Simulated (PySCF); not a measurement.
²⁹Si chemical shifts

A single conformation, non-relativistic Hamiltonian, no solvent model, equivalent nuclei averaged. GFN2-xTB structure; PBE0/pcSseg-1 with gauge-including orbitals; PySCF 2.14.

Shieldings were converted by a linear fit to measured shifts: ²⁹Si (scatter 8.9 ppm rms, 25.8 ppm with the 6 outliers that the fit left out vs TMS, solution or neat liquid). Occasional misses reach two or three times the rms, and more in compound classes unlike the fitted ones.

**Question.** Give the ²⁹Si shifts of `C[Si@@H]([SiH3])[Si@@H](C)[SiH3]`, `C[Si@H]([SiH3])[Si@@H](C)[SiH3]`, `[SiH3]N([SiH3])C1=C[SiH2]S1`, `N#CCS[SiH2][SiH2][SiH3]`, `C[SiH2][C@](C)(CO)O[SiH3]`, `FC(F)[C@@]1(F)[SiH2][C@H]1Cl`, `C=CC[Si@@](N)(P)N=C`, `N#C[SiH2][SiH2][SiH2][SiH2]P`.

**Answer.** 
```json
{"compound": "[CH3:1][Si@@H:2]([SiH3:3])[Si@@H:4]([CH3:5])[SiH3:6]", "environment": "Si2/4: silicon bonded to C, 2 Si, H (×2)", "δ (ppm)": "-73.5"}
{"compound": "[CH3:1][Si@@H:2]([SiH3:3])[Si@@H:4]([CH3:5])[SiH3:6]", "environment": "Si3/6: silicon bonded to Si, 3 H (×2)", "δ (ppm)": "-102.9"}
{"compound": "[CH3:1][Si@H:2]([SiH3:3])[Si@@H:4]([CH3:5])[SiH3:6]", "environment": "Si2/4: silicon bonded to C, 2 Si, H (×2)", "δ (ppm)": "-73.8"}
{"compound": "[CH3:1][Si@H:2]([SiH3:3])[Si@@H:4]([CH3:5])[SiH3:6]", "environment": "Si3/6: silicon bonded to Si, 3 H (×2)", "δ (ppm)": "-100.2"}
{"compound": "[SiH3:1][N:2]([SiH3:3])[C:4]1=[CH:5][SiH2:6][S:7]1", "environment": "Si1/3: silicon bonded to N, 3 H (×2)", "δ (ppm)": "-49.4"}
{"compound": "[SiH3:1][N:2]([SiH3:3])[C:4]1=[CH:5][SiH2:6][S:7]1", "environment": "Si6: silicon bonded to C, S, 2 H, in a 4-membered ring", "δ (ppm)": "-50.0"}
{"compound": "[N:1]#[C:2][CH2:3][S:4][SiH2:5][SiH2:6][SiH3:7]", "environment": "Si5: silicon bonded to S, Si, 2 H", "δ (ppm)": "-50.0"}
{"compound": "[N:1]#[C:2][CH2:3][S:4][SiH2:5][SiH2:6][SiH3:7]", "environment": "Si7: silicon bonded to Si, 3 H", "δ (ppm)": "-103.0"}
{"compound": "[N:1]#[C:2][CH2:3][S:4][SiH2:5][SiH2:6][SiH3:7]", "environment": "Si6: silicon bonded to 2 Si, 2 H", "δ (ppm)": "-114.3"}
{"compound": "[CH3:1][SiH2:2][C@:3]([CH3:4])([CH2:5][OH:6])[O:7][SiH3:8]", "environment": "Si2: silicon bonded to 2 C, 2 H", "δ (ppm)": "-42.4"}
{"compound": "[CH3:1][SiH2:2][C@:3]([CH3:4])([CH2:5][OH:6])[O:7][SiH3:8]", "environment": "Si8: silicon bonded to O, 3 H", "δ (ppm)": "-47.9"}
{"compound": "FC(F)[C@@]1(F)[SiH2][C@H]1Cl", "environment": "silicon bonded to 2 C, 2 H, in a 3-membered ring", "δ (ppm)": "-105.5"}
{"compound": "C=CC[Si@@](N)(P)N=C", "environment": "silicon bonded to C, 2 N, P", "δ (ppm)": "-10.0"}
{"compound": "[N:1]#[C:2][SiH2:3][SiH2:4][SiH2:5][SiH2:6][PH2:7]", "environment": "Si6: silicon bonded to P, Si, 2 H", "δ (ppm)": "-84.2"}
{"compound": "[N:1]#[C:2][SiH2:3][SiH2:4][SiH2:5][SiH2:6][PH2:7]", "environment": "Si3: silicon bonded to C, Si, 2 H", "δ (ppm)": "-88.8"}
{"compound": "[N:1]#[C:2][SiH2:3][SiH2:4][SiH2:5][SiH2:6][PH2:7]", "environment": "Si5: silicon bonded to 2 Si, 2 H", "δ (ppm)": "-104.0"}
{"compound": "[N:1]#[C:2][SiH2:3][SiH2:4][SiH2:5][SiH2:6][PH2:7]", "environment": "Si4: silicon bonded to 2 Si, 2 H", "δ (ppm)": "-109.4"}
```
